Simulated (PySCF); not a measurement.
**Electric properties by functional and basis**

Species: C₆H₁₂O.
Numbering: `[OH:1][CH:2]1[CH2:3][CH2:4][CH2:5][CH2:6][CH2:7]1` (hydrogens: H8 on O1; H9 on C2; H10, H11 on C3; H12, H13 on C4; H14, H15 on C5; H16, H17 on C6; H18, H19 on C7)

PySCF, dipoles from the SCF density, polarisabilities from static response with core orbitals frozen. One conformer (not necessarily the lowest) at the PBE0-D3(BJ)/def2-SVP geometry, without solvent, vibrations or thermal averaging.

The anisotropy is √(½[(α1 − α2)² + (α2 − α3)² + (α3 − α1)²]).

```
              level  μ (D)  α (Å³)  anisotropy (Å³)
      LDA/def2-SVPD  1.862   11.72             1.85
      PBE/def2-SVPD  1.792   11.56             1.87
    B3LYP/def2-SVPD  1.858   11.18             1.70
     PBE0/def2-SVPD  1.845   11.09             1.70
BHandHLYP/def2-SVPD  1.915   10.76             1.56
CAM-B3LYP/def2-SVPD  1.909   11.00             1.61
  wB97X-D/def2-SVPD  1.877   10.99             1.62
  LC-wPBE/def2-SVPD  1.913   10.72             1.56
       HF/def2-SVPD  1.957   10.36             1.38
        PBE0/6-31G*  1.684    9.52             1.10
       PBE0/6-31+G*  1.940   10.58             1.49
      PBE0/def2-SVP  1.639    9.86             1.11
   PBE0/aug-cc-pVDZ  1.783   11.34             1.79
     PBE0/def2-TZVP  1.724   10.88             1.55
```

The dipole runs from 1.64 D (PBE0/def2-SVP) to 1.96 D (HF/def2-SVPD). No reference polarisability is at hand; against PBE0 in the largest diffuse basis at hand (aug-cc-pVDZ) the other PBE0 rows deviate by 6-31G* -16%, 6-31+G* -7%, def2-SVP -13%, def2-SVPD -2%, def2-TZVP -4%. In one basis (def2-SVPD) the functionals order the polarisability from HF (lowest) to LDA (highest), a spread of 13%. With PBE0 the polarisability is 10.09 Å³ without diffuse functions (mean of 6-31G*, def2-SVP and def2-TZVP) and 11.00 Å³ with them (mean of 6-31+G*, def2-SVPD and aug-cc-pVDZ).
